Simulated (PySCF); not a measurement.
# Ionisation energy of Lu⁶⁵⁺ by level of theory

Lu⁶⁵⁺ [He] 2s2 2p2 (3P) → Lu⁶⁶⁺ [He] 2s2 2p1 (2P), as a difference of total energies. Computed with PySCF 2.14 in an uncontracted even-tempered set (18 s from 43 bohr⁻², ratio 2.2; 13 p from 56 bohr⁻², ratio 2.2; 5 d from 210 bohr⁻², ratio 2.4; 5 f from 310 bohr⁻², ratio 2.4; 4 g from 470 bohr⁻², ratio 2.4), with the spin-free X2C one-electron Hamiltonian (Gaussian nucleus). Correlated levels: nothing frozen; virtual orbitals above 40 to 60 times the deepest correlated orbital energy dropped. The calculations carry no spin-orbit coupling.

| method | ionisation energy (eV) |
| --- | --- |
| UHF | 15966.2 |
| LDA | 15958.1 |
| PBE | 15963.7 |
| PBE0 | 15964.6 |
| r2SCAN | 15969.9 |
| B97-3 | 15963.4 |
| M06-L | 15968.6 |
| MP2 (all electrons) | 15966.2 |
| SCS-MP2 (all electrons) | 15965.8 |

Spin-orbit coupling is strong in these open shells (close to jj coupling). The scalar numbers leave it out and a first-order estimate fails, so it can dominate the gap to the real levels.

For this ion Breit and QED terms and the two-electron picture change, all absent here, outweigh the differences among the correlated methods.

For comparison: 16730 ± 30 eV (theoretical estimate listed by NIST; NIST Atomic Spectra Database, ionization energies).
